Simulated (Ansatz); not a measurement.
One change: `CC#C[S][GeH3]` becomes `CC#CC[SiH3]`.

Ansatz, PBE0-D4/def2-TZVP geometries, multiplicity 1. 

Scalar relativity is left out up to krypton.

| property | `CC#C[S][GeH3]` |
| --- | --- |
| HOMO energy (B3LYP/def2-TZVPP) / eV | -6.18 |
| LUMO energy (PBE0/def2-TZVPP) / eV | -0.32 |
| HOMO–LUMO gap (PBE0/def2-TZVPP) / eV | 6.08 |
| LUMO energy (ωB97M-V/def2-TZVPP) / eV | 1.56 |
| HOMO–LUMO gap (B3LYP/def2-TZVPP) / eV | 5.61 |
| HOMO energy (PBE/def2-TZVPP) / eV | -5.30 |

**Question.** Give the same properties after the change, and the shifts. (An estimate is asked.)

**Answer.** Computed: 
```json
{"property": "HOMO energy (B3LYP/def2-TZVPP) / eV", "`CC#CC[SiH3]`": "-6.75", "shift": "-0.57"}
{"property": "LUMO energy (PBE0/def2-TZVPP) / eV", "`CC#CC[SiH3]`": "0.61", "shift": "0.93"}
{"property": "HOMO–LUMO gap (PBE0/def2-TZVPP) / eV", "`CC#CC[SiH3]`": "7.58", "shift": "1.50"}
{"property": "LUMO energy (ωB97M-V/def2-TZVPP) / eV", "`CC#CC[SiH3]`": "2.10", "shift": "0.54"}
{"property": "HOMO–LUMO gap (B3LYP/def2-TZVPP) / eV", "`CC#CC[SiH3]`": "7.12", "shift": "1.51"}
{"property": "HOMO energy (PBE/def2-TZVPP) / eV", "`CC#CC[SiH3]`": "-5.82", "shift": "-0.52"}
```

With PBE0 the HOMO falls by 0.57 eV and the LUMO rises by 0.93 eV, so the gap widens by about 1.50 eV. PBE moves the HOMO by -0.52 eV and ωB97M-V by -0.68 eV.

B3LYP here is the variant with VWN-RPA as its local correlation; programs differ in this.
